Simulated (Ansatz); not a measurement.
Au2Br, relaxed as a doublet with UKS PBE-D4/def2-TZVP in Ansatz, starting from the GFN2-xTB geometry. Force threshold 0.02 eV/Å.

In the def2 sets Au takes a core potential; there is no spin–orbit coupling. The relaxation made no stability test and no search for a lower SCF solution. No other spin state of charge 0 was run. Another isomer (doublet) lies 0.52 eV lower at PBE0-D4/def2-TZVP; other spin states weren't run for this one.

Start:

Cartesian coordinates in Å:
```
Au -1.948 0.972 -0.057
Au 2.018 0.122 -0.295
Br -0.070 -1.094 0.351
```

Question: Estimate the energy that the relaxation releases and the steps that it takes.

Answer: 30.2 kJ/mol, in 6 steps; 10 s on 4 threads of Arm Neoverse V2 on a shared host. No frequencies were taken in this run, so the end may be a saddle point.

Question: Does the start keep its bonding and symmetry?

Answer: By distances, no bond broke or formed. The bond that changes most is Au1–Br3, from 2.82 to 2.46 Å (atoms count from 1). Point group Cs at the start, C2v at the end, both within 0.05 Å.

Question: Predict the relaxed structure.

Answer: 
```xyz
3

Au   -2.1631    0.7354    0.0446
Au    2.2683   -0.1295   -0.2477
Br   -0.1052   -0.6059    0.2030
```
Bond lengths (bridged metal pairs left out): 2 × Au–Br 2.46 Å.
